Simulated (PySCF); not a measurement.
Dipole moment and polarisability of phenyl formate

Species: phenyl formate, C₇H₆O₂.
Cartesian coordinates in Å at the PBE0-D3(BJ)/def2-SVP level; atoms count from 1:
```
atom  x, y, z in Å
O1     2.2107   -0.5236    1.0830
C2     2.3909   -0.4403   -0.0915
O3     1.4372   -0.2876   -1.0288
C4     0.1167   -0.2150   -0.6110
C5    -0.6196   -1.3853   -0.4653
C6    -1.9602   -1.3002   -0.0968
C7    -2.5510   -0.0565    0.1221
C8    -1.7980    1.1070   -0.0281
C9    -0.4563    1.0331   -0.3954
H10    3.3759   -0.4761   -0.6007
H11   -0.1388   -2.3489   -0.6438
H12   -2.5467   -2.2146    0.0192
H13   -3.6028    0.0062    0.4098
H14   -2.2573    2.0836    0.1419
H15    0.1510    1.9316   -0.5204
```

Level: wB97X-D/def2-SVPD (PySCF), static field, nuclei fixed, core orbitals frozen in the response. The polarisability tensor in these axes (au):

```
x   106.15  -1.48  -6.44
y    -1.48  87.28   0.72
z    -6.44   0.72  62.10
```

What are the eigenvalues, a third of the trace, and Δα (Δα² = ½Σ(αi − αj)² over the three pairs)?

Principal values 61.17, 87.17 and 107.19 au; mean 85.18 au = 12.62 Å³ = 14.04 × 10⁻⁴⁰ C²·m²/J; Δα = 39.97 au (47 % of the mean).

What is the dipole moment, and where does it point?

(-0.88, 0.19, -1.45) D, 1.71 D in size, pointing from the negative to the positive side. Measured along this direction, the outermost atoms are O1 at the negative end and H13 at the positive end.

Find the Langevin capture rate constant for H3+ (3.023 u) meeting this molecule (122.037 u), k = 2.342 × 10⁻⁹ cm³/s × √(α in Å³ / reduced mass in u).

The reduced mass is 2.95 u, so k = 4.84 × 10⁻⁹ cm³/s. The formula leaves out the permanent dipole, which adds to the capture rate.

What molar refraction does this α imply?

Lorentz–Lorenz: R = (4π/3)N_A α = 2.5225 cm³/(mol·Å³) × 12.62 Å³ = 31.8 cm³/mol, in the limit of long wavelengths.

Form Σ f/ω² (atomic units) for the 6 lowest TDDFT singlets, given as eV and f, and set it beside the mean polarisability, which is this sum over all singlets: 5.48, 0.0017; 5.91, 0.0022; 6.22, 0.0063; 6.86, 0.0191; 7.11, 0.7115; 7.15, 0.5511.

They add up to 18.89 au, 22.2 % of the 85.18 au; the largest single term is 10.41 au, from the state at 7.11 eV. Terms in order: 0.04, 0.05, 0.12, 0.30, 10.41, 7.97 au. Higher excitations give the rest. The strengths listed sum to 1.292.

What would n − 1 = 2πNα be for an ideal gas of these molecules at 350 K and 1 atm, electronic part alone?

N = p/kT = 2.0968 × 10¹⁹ cm⁻³, so n − 1 = 2π × N × 12.62 × 10⁻²⁴ cm³ = 1663 × 10⁻⁶ at long wavelengths, for an ideal gas.

One conformer (not necessarily the lowest) at the PBE0-D3(BJ)/def2-SVP geometry, without solvent, vibrations or thermal averaging.

The run behind these numbers computed excited states as well. Rough CPU time on one thread of a shared machine: about 70 s.
